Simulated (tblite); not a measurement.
Record of a relaxation.

Species: C6H11As.
Atom-mapped SMILES: `[CH:1]#[C:2][CH2:3][CH2:4][As:5]([CH3:6])[CH3:7]` (hydrogens: H8 on C1; H9, H10 on C3; H11, H12 on C4; H13, H14, H15 on C6; H16, H17, H18 on C7)

Computed with GFN2-xTB (tblite), gas phase: L-BFGS steps from a force-field or distance-geometry start until the largest atomic force falls under 0.01 eV/Å. 11 of its 181 geometries are shown.

Step 0: E = -562.7483 eV, largest atomic force 4.224 eV/Å
```
atom  x, y, z in Å  |  force x, y, z in eV/Å
C1      4.111   -0.284   -0.583   -3.441   0.552   1.253
C2      2.962   -0.119   -0.161    3.533  -0.273  -0.879
C3      1.621    0.059    0.374    0.400  -0.994   0.064
C4      0.651   -0.307   -0.745   -0.092  -0.525  -0.842
As5    -1.174   -0.082   -0.077   -0.085  -1.365   3.996
C6     -2.459   -1.370   -0.798   -0.110  -0.393  -0.731
C7     -1.796    1.761   -0.087    0.548   1.195  -0.535
H8      5.091   -0.394   -0.949   -0.183  -0.026   0.011
H9      1.484    1.080    0.744   -0.042  -0.147   0.039
H10     1.472   -0.703    1.187    0.090   0.820  -0.265
H11     0.819   -1.395   -0.973   -0.229   0.907  -0.141
H12     0.848    0.308   -1.604    0.304   0.075  -0.715
H13    -3.277   -1.469   -0.041    0.477   0.239  -0.803
H14    -1.954   -2.356   -0.855   -0.186   0.514   0.095
H15    -2.824   -1.143   -1.802   -0.354  -0.074   0.126
H16    -1.967    2.065    0.984   -0.130  -0.320  -1.051
H17    -2.671    1.960   -0.715    0.169   0.063   0.267
H18    -0.945    2.394   -0.443   -0.668  -0.248   0.110
```

Step 18: E = -564.0024 eV, largest atomic force 0.153 eV/Å
```
atom  x, y, z in Å  |  force x, y, z in eV/Å
C1      4.102   -0.261   -0.596   -0.113  -0.007  -0.038
C2      2.972   -0.135   -0.218    0.040   0.003  -0.048
C3      1.636    0.021    0.316    0.038   0.055   0.068
C4      0.488   -0.323   -0.638    0.149   0.027   0.020
As5    -1.172   -0.229    0.457   -0.049  -0.036   0.064
C6     -2.352   -1.256   -0.743   -0.005  -0.025  -0.057
C7     -1.716    1.601   -0.075   -0.051   0.028  -0.020
H8      5.083   -0.378   -0.949   -0.021   0.005  -0.015
H9      1.506    1.058    0.647    0.054   0.052   0.046
H10     1.546   -0.617    1.204    0.063  -0.030   0.035
H11     0.635   -1.321   -1.054   -0.042  -0.071   0.032
H12     0.462    0.385   -1.470   -0.028  -0.043  -0.032
H13    -3.324   -1.412   -0.277   -0.042   0.086  -0.021
H14    -1.917   -2.239   -0.912    0.036  -0.047  -0.026
H15    -2.491   -0.764   -1.704    0.013   0.005   0.000
H16    -2.051    2.180    0.782   -0.071  -0.013   0.100
H17    -2.532    1.552   -0.790   -0.027   0.039  -0.056
H18    -0.885    2.142   -0.522    0.056  -0.028  -0.052
```

Step 36: E = -564.0572 eV, largest atomic force 0.133 eV/Å
```
atom  x, y, z in Å  |  force x, y, z in eV/Å
C1      4.053   -0.251   -0.740   -0.132  -0.012  -0.001
C2      2.972   -0.097   -0.247    0.008  -0.039  -0.036
C3      1.680    0.055    0.400    0.053  -0.002   0.045
C4      0.499   -0.366   -0.481    0.100   0.004  -0.009
As5    -1.232   -0.243    0.506   -0.085  -0.054  -0.025
C6     -2.332   -1.228   -0.823    0.050   0.072   0.024
C7     -1.761    1.589   -0.064    0.026  -0.076  -0.016
H8      4.995   -0.396   -1.184   -0.082   0.045   0.020
H9      1.564    1.101    0.711   -0.023  -0.011   0.000
H10     1.691   -0.568    1.304   -0.044   0.045   0.034
H11     0.648   -1.403   -0.793   -0.024  -0.025  -0.040
H12     0.464    0.254   -1.379   -0.010  -0.010  -0.077
H13    -3.370   -1.267   -0.487    0.075  -0.003   0.010
H14    -1.972   -2.251   -0.937   -0.020   0.059   0.037
H15    -2.310   -0.736   -1.795    0.073  -0.028   0.015
H16    -2.162    2.164    0.770    0.036  -0.017   0.008
H17    -2.530    1.527   -0.830   -0.017   0.020  -0.022
H18    -0.906    2.122   -0.473    0.016   0.033   0.032
```

Step 54: E = -564.0852 eV, largest atomic force 0.085 eV/Å
```
atom  x, y, z in Å  |  force x, y, z in eV/Å
C1      3.919   -0.236   -0.867    0.038  -0.014  -0.021
C2      2.923   -0.084   -0.221   -0.041   0.005  -0.048
C3      1.661    0.080    0.469    0.023  -0.001   0.011
C4      0.501   -0.421   -0.395   -0.030  -0.011   0.014
As5    -1.252   -0.266    0.538   -0.080   0.027  -0.006
C6     -2.264   -1.202   -0.875    0.010  -0.018   0.008
C7     -1.746    1.573   -0.041    0.061  -0.011   0.012
H8      4.806   -0.370   -1.410    0.006   0.010   0.025
H9      1.525    1.139    0.715   -0.035   0.001   0.014
H10     1.685   -0.489    1.405    0.011   0.023   0.029
H11     0.660   -1.479   -0.624    0.017   0.010  -0.027
H12     0.473    0.123   -1.342   -0.004   0.005  -0.021
H13    -3.335   -1.117   -0.690    0.006   0.001  -0.014
H14    -2.006   -2.259   -0.900   -0.006  -0.011   0.029
H15    -2.036   -0.766   -1.846   -0.018  -0.003  -0.029
H16    -2.192    2.132    0.780    0.002  -0.019  -0.008
H17    -2.464    1.531   -0.857    0.014  -0.002   0.021
H18    -0.867    2.117   -0.380    0.027   0.009   0.009
```

Step 72: E = -564.0924 eV, largest atomic force 0.052 eV/Å
```
atom  x, y, z in Å  |  force x, y, z in eV/Å
C1      3.894   -0.216   -0.879   -0.002   0.009   0.019
C2      2.895   -0.054   -0.241    0.031  -0.015  -0.039
C3      1.638    0.096    0.462   -0.002   0.007  -0.007
C4      0.481   -0.437   -0.383   -0.019  -0.022  -0.027
As5    -1.275   -0.286    0.538   -0.007   0.008   0.013
C6     -2.272   -1.218   -0.890    0.008  -0.002   0.046
C7     -1.697    1.572   -0.024    0.005  -0.024   0.022
H8      4.787   -0.348   -1.413    0.001   0.010   0.000
H9      1.478    1.156    0.690    0.002   0.017   0.034
H10     1.690   -0.454    1.409   -0.013   0.016   0.019
H11     0.661   -1.490   -0.613    0.006  -0.036   0.001
H12     0.435    0.102   -1.333    0.013   0.004  -0.033
H13    -3.345   -1.096   -0.750   -0.001   0.016  -0.003
H14    -2.048   -2.284   -0.858   -0.010   0.007  -0.022
H15    -1.994   -0.828   -1.868   -0.011  -0.006  -0.010
H16    -2.165    2.123    0.792   -0.003   0.005  -0.013
H17    -2.383    1.568   -0.869    0.020   0.003  -0.007
H18    -0.789    2.099   -0.311   -0.017   0.004   0.006
```

Step 90: E = -564.1029 eV, largest atomic force 0.094 eV/Å
```
atom  x, y, z in Å  |  force x, y, z in eV/Å
C1      3.925   -0.115   -0.860   -0.053   0.020   0.023
C2      2.890   -0.012   -0.268    0.074   0.017  -0.055
C3      1.615    0.107    0.407   -0.005  -0.017   0.006
C4      0.485   -0.524   -0.408   -0.017  -0.002   0.002
As5    -1.259   -0.341    0.534   -0.026   0.015   0.015
C6     -2.349   -1.194   -0.875   -0.011  -0.014   0.022
C7     -1.617    1.534    0.000   -0.021   0.013  -0.011
H8      4.842   -0.191   -1.364    0.002  -0.022  -0.003
H9      1.409    1.170    0.582   -0.002  -0.020   0.004
H10     1.680   -0.388    1.383   -0.001   0.000   0.025
H11     0.695   -1.588   -0.551    0.003   0.012  -0.035
H12     0.425   -0.057   -1.396    0.008  -0.022   0.021
H13    -3.401   -0.944   -0.740    0.018   0.005   0.020
H14    -2.254   -2.278   -0.819    0.013   0.007  -0.031
H15    -2.036   -0.860   -1.863    0.013  -0.016   0.007
H16    -2.241    2.036    0.739    0.005  -0.006  -0.007
H17    -2.134    1.563   -0.957    0.028   0.013  -0.020
H18    -0.684    2.088   -0.088   -0.028   0.018   0.018
```

Step 108: E = -564.1214 eV, largest atomic force 0.081 eV/Å
```
atom  x, y, z in Å  |  force x, y, z in eV/Å
C1      3.899   -0.090   -0.922   -0.004   0.044  -0.027
C2      2.875    0.004   -0.310    0.022  -0.010   0.019
C3      1.623    0.088    0.412   -0.003   0.024  -0.005
C4      0.479   -0.563   -0.365   -0.009  -0.014   0.001
As5    -1.264   -0.327    0.561   -0.047  -0.039   0.002
C6     -2.345   -1.177   -0.857   -0.027   0.012  -0.025
C7     -1.601    1.540   -0.008   -0.015  -0.052   0.008
H8      4.800   -0.139   -1.457   -0.011  -0.031   0.006
H9      1.385    1.143    0.587    0.060   0.050   0.021
H10     1.742   -0.395    1.390   -0.041  -0.016  -0.015
H11     0.673   -1.633   -0.467    0.018  -0.035  -0.046
H12     0.419   -0.137   -1.371    0.018   0.001   0.017
H13    -3.385   -0.872   -0.757   -0.041   0.005   0.017
H14    -2.310   -2.263   -0.802    0.046   0.004   0.065
H15    -1.990   -0.872   -1.840    0.014   0.019  -0.011
H16    -2.455    1.946    0.534   -0.020   0.002  -0.028
H17    -1.814    1.580   -1.074    0.025   0.023  -0.014
H18    -0.742    2.172    0.206    0.012   0.013   0.015
```

Step 126: E = -564.1414 eV, largest atomic force 0.033 eV/Å
```
atom  x, y, z in Å  |  force x, y, z in eV/Å
C1      3.911   -0.127   -0.935   -0.014  -0.010  -0.011
C2      2.897   -0.049   -0.303    0.001   0.019  -0.009
C3      1.647    0.051    0.422   -0.001   0.002   0.003
C4      0.477   -0.502   -0.394   -0.001   0.004   0.006
As5    -1.254   -0.269    0.564    0.019   0.008   0.007
C6     -2.345   -1.186   -0.799    0.011  -0.001  -0.001
C7     -1.629    1.573   -0.049   -0.012  -0.002   0.007
H8      4.805   -0.199   -1.479   -0.009  -0.004   0.011
H9      1.464    1.104    0.668    0.009   0.003  -0.006
H10     1.733   -0.505    1.363   -0.003   0.003   0.014
H11     0.636   -1.568   -0.579    0.003  -0.002  -0.001
H12     0.430   -0.004   -1.367   -0.004   0.008   0.002
H13    -3.405   -1.008   -0.629    0.003   0.017   0.005
H14    -2.172   -2.260   -0.749   -0.007  -0.013  -0.019
H15    -2.083   -0.834   -1.796   -0.015  -0.013  -0.010
H16    -2.627    1.871    0.275    0.016  -0.002  -0.029
H17    -1.577    1.642   -1.135    0.002  -0.012   0.028
H18    -0.917    2.276    0.382    0.001  -0.008   0.003
```

Step 144: E = -564.1441 eV, largest atomic force 0.013 eV/Å
```
atom  x, y, z in Å  |  force x, y, z in eV/Å
C1      3.883   -0.118   -0.964    0.003  -0.003  -0.003
C2      2.887   -0.026   -0.307    0.002  -0.003  -0.006
C3      1.643    0.070    0.429    0.006   0.003  -0.001
C4      0.482   -0.518   -0.375   -0.002  -0.001   0.003
As5    -1.254   -0.293    0.570   -0.001   0.003  -0.001
C6     -2.352   -1.181   -0.808    0.004   0.000  -0.002
C7     -1.607    1.554   -0.037    0.006  -0.012  -0.001
H8      4.768   -0.195   -1.522    0.001  -0.001   0.005
H9      1.446    1.125    0.652    0.001   0.004  -0.001
H10     1.744   -0.463    1.381   -0.005   0.002   0.001
H11     0.661   -1.584   -0.543   -0.003   0.000   0.005
H12     0.430   -0.036   -1.355   -0.011  -0.005  -0.005
H13    -3.405   -0.947   -0.656    0.000  -0.005   0.004
H14    -2.235   -2.262   -0.750    0.000   0.002  -0.003
H15    -2.062   -0.852   -1.805    0.004   0.003  -0.004
H16    -2.631    1.836    0.204   -0.001   0.001   0.002
H17    -1.466    1.637   -1.114   -0.002   0.006   0.001
H18    -0.941    2.259    0.459   -0.004   0.006   0.005
```

Step 162: E = -564.1452 eV, largest atomic force 0.017 eV/Å
```
atom  x, y, z in Å  |  force x, y, z in eV/Å
C1      3.885   -0.125   -0.974   -0.006  -0.003   0.001
C2      2.880   -0.022   -0.331    0.009   0.000   0.001
C3      1.637    0.093    0.402    0.002   0.003  -0.001
C4      0.478   -0.546   -0.366   -0.004   0.003   0.002
As5    -1.258   -0.306    0.578    0.004  -0.003  -0.003
C6     -2.352   -1.171   -0.818    0.001  -0.003   0.006
C7     -1.597    1.551   -0.009    0.003  -0.017  -0.001
H8      4.775   -0.211   -1.522   -0.004  -0.004   0.001
H9      1.429    1.155    0.576   -0.004   0.003  -0.002
H10     1.746   -0.394    1.379   -0.002   0.004   0.001
H11     0.669   -1.616   -0.487    0.001   0.003   0.004
H12     0.410   -0.110   -1.367    0.003   0.003  -0.001
H13    -3.405   -0.934   -0.669   -0.002   0.001   0.000
H14    -2.241   -2.253   -0.770    0.004  -0.004  -0.008
H15    -2.054   -0.832   -1.809   -0.005   0.005  -0.001
H16    -2.645    1.799    0.151   -0.010   0.005   0.005
H17    -1.367    1.669   -1.067    0.000   0.003  -0.011
H18    -0.998    2.259    0.562    0.010   0.003   0.007
```

Step 180: E = -564.1469 eV, largest atomic force 0.006 eV/Å
```
atom  x, y, z in Å  |  force x, y, z in eV/Å
C1      3.888   -0.182   -0.957   -0.002  -0.002   0.001
C2      2.878   -0.022   -0.334    0.001   0.000   0.002
C3      1.626    0.147    0.372   -0.002  -0.001  -0.002
C4      0.480   -0.548   -0.366   -0.003   0.001  -0.001
As5    -1.258   -0.329    0.575    0.001   0.000   0.001
C6     -2.348   -1.167   -0.841    0.002   0.002   0.004
C7     -1.598    1.539    0.027   -0.002  -0.001   0.006
H8      4.783   -0.316   -1.486    0.003   0.001  -0.002
H9      1.414    1.219    0.465    0.000   0.002   0.000
H10     1.722   -0.268    1.382   -0.002  -0.001   0.002
H11     0.700   -1.617   -0.447    0.004   0.000  -0.003
H12     0.399   -0.152   -1.382   -0.002  -0.002  -0.002
H13    -3.407   -1.009   -0.643   -0.001   0.001   0.001
H14    -2.168   -2.241   -0.870    0.001  -0.006   0.001
H15    -2.107   -0.746   -1.815    0.003   0.003  -0.004
H16    -2.649    1.781    0.179   -0.003   0.000  -0.002
H17    -1.355    1.684   -1.025   -0.001   0.000  -0.004
H18    -1.008    2.234    0.624    0.004   0.003   0.002
```

Task: Summarise the path.

Result: The energy falls by 134.95 kJ/mol from step 0 to step 180; nine tenths of that is first reached at step 20. It rises by more than 0.2 meV at steps 101, 104, 107 and 110. The largest force goes from 4.224 to 0.006 eV/Å. Among the bonds C1≡C2 changes most (a near tie, within 0.001 Å, with another), from 1.235 to 1.197 Å; the atoms move by 0.679 Å rms after alignment.

What follows is the cost of the whole relaxation. Hardware: one thread, Intel Xeon at 2.50 GHz (x86_64) (shared host). Cost: 7.0 s wall, 3.6 s CPU.
